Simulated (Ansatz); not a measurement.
Mulliken charges of CH$_{6}$AuN, SMILES `[CH3][Au-][NH3+]` from ωB97M-V/def2-TZVPP in Ansatz (PBE0-D4/def2-TZVP geometry).

```
atom   x (Å)   y (Å)   z (Å)  charge (e)
  C1  -1.029   1.438  -1.073      -0.616
 Au2  -0.019   0.035  -0.032       0.044
  N3   1.065  -1.471   1.086      -0.278
  H4  -1.914   1.003  -1.547       0.120
  H5  -0.396   1.867  -1.855       0.120
  H6  -1.356   2.246  -0.413       0.120
  H7   1.998  -1.597   0.710       0.163
  H8   0.587  -2.364   1.046       0.163
  H9   1.152  -1.204   2.060       0.163
```

By hand: the dipole of these point charges (1 e Å = 4.8032 D).

Σ q r = (0.506, -0.703, 0.522) e Å, of length 1.011 e Å = 4.86 D.

How does the dipole of the full density compare? (Best estimate.)

The calculation gave: (0.617, -0.857, 0.636) e Å, 5.92 D; the point charges give 0.82 times that, at 0° from its direction.

Point charges leave out the atoms' own dipoles, such as those of lone pairs, and Mulliken's split depends on the basis, so the two needn't agree.
